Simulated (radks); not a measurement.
Problem. Radial electron density D(r) = 4 pi r^2 rho(r) of an atom or ion with 14 electrons. All-electron calculation, scalar-relativistic Kohn-Sham, BLYP, spin-polarised, spherical densities, point nucleus. Program: a radial shooting solver on a logarithmic mesh with Libxc functionals.

| r (bohr) | D(r) (e/bohr) | spin D(r) |
|---|---|---|
| 0.003006 | 0.6676 | -0.0000396 |
| 0.003362 | 0.8206 | -0.0000479 |
| 0.003761 | 1.007 | -0.0000574 |
| 0.00424 | 1.251 | -0.0000690 |
| 0.004743 | 1.528 | -0.0000811 |
| 0.005305 | 1.862 | -0.0000938 |
| 0.005981 | 2.294 | -0.000107 |
| 0.00669 | 2.779 | -0.000117 |
| 0.007483 | 3.354 | -0.000123 |
| 0.008437 | 4.084 | -0.000117 |
| 0.009437 | 4.886 | -0.0000943 |
| 0.01064 | 5.889 | -0.0000360 |
| 0.0119 | 6.970 | 0.0000693 |
| 0.01331 | 8.197 | 0.000253 |
| 0.01501 | 9.678 | 0.000584 |
| 0.01679 | 11.21 | 0.00109 |
| 0.01878 | 12.87 | 0.00187 |
| 0.02117 | 14.76 | 0.00317 |
| 0.02368 | 16.59 | 0.00502 |
| 0.02649 | 18.42 | 0.00775 |
| 0.02986 | 20.31 | 0.0121 |
| 0.0334 | 21.90 | 0.0180 |
| 0.03736 | 23.23 | 0.0264 |
| 0.04212 | 24.27 | 0.0391 |
| 0.04712 | 24.78 | 0.0556 |
| 0.0527 | 24.79 | 0.0779 |
| 0.05942 | 24.25 | 0.110 |
| 0.06646 | 23.27 | 0.149 |
| 0.07434 | 21.98 | 0.198 |
| 0.08382 | 20.45 | 0.264 |
| 0.09375 | 19.15 | 0.336 |
| 0.1057 | 18.19 | 0.424 |
| 0.1182 | 17.93 | 0.512 |
| 0.1322 | 18.41 | 0.598 |
| 0.1491 | 19.73 | 0.676 |
| 0.1668 | 21.50 | 0.723 |
| 0.1865 | 23.43 | 0.730 |
| 0.2103 | 25.16 | 0.683 |
| 0.2352 | 25.94 | 0.581 |
| 0.2631 | 25.57 | 0.432 |
| 0.2967 | 23.72 | 0.245 |
| 0.3318 | 20.80 | 0.0856 |
| 0.3712 | 17.14 | -0.00676 |
| 0.4185 | 13.04 | 0.0272 |
| 0.4681 | 9.696 | 0.223 |
| 0.5236 | 7.245 | 0.583 |
| 0.5903 | 5.779 | 1.11 |
| 0.6603 | 5.327 | 1.66 |
| 0.7385 | 5.368 | 2.14 |
| 0.8327 | 5.447 | 2.44 |
| 0.9314 | 5.201 | 2.46 |
| 1.05 | 4.465 | 2.18 |
| 1.175 | 3.458 | 1.73 |
| 1.314 | 2.375 | 1.22 |
| 1.481 | 1.377 | 0.727 |
| 1.657 | 0.7177 | 0.390 |
| 1.853 | 0.3224 | 0.181 |
| 2.089 | 0.1143 | 0.0665 |
| 2.337 | 0.03605 | 0.0218 |
| 2.614 | 0.009250 | 0.00584 |
| 2.947 | 0.001670 | 0.00111 |
| 3.297 | 0.0002613 | 0.000182 |

What is the nuclear charge?

Solution. Z = 21. The innermost maximum, from 1s, lies near gamma/Z bohr with gamma = sqrt(1 - (Z/c)^2) = 0.988, here 0.0471 bohr (found: 0.0498), and its height grows with Z. The density is that of the scandium ion Sc7+ in [Ne] 3s2 3p2; the configuration itself is not fixed sharply by these data, and Z only to about a unit. D(r) has 3 maxima, at r = 0.0498, 0.241, 0.819 bohr, and minima at 0.116, 0.682 bohr, inside which lie 2.15, 10.53 electrons.
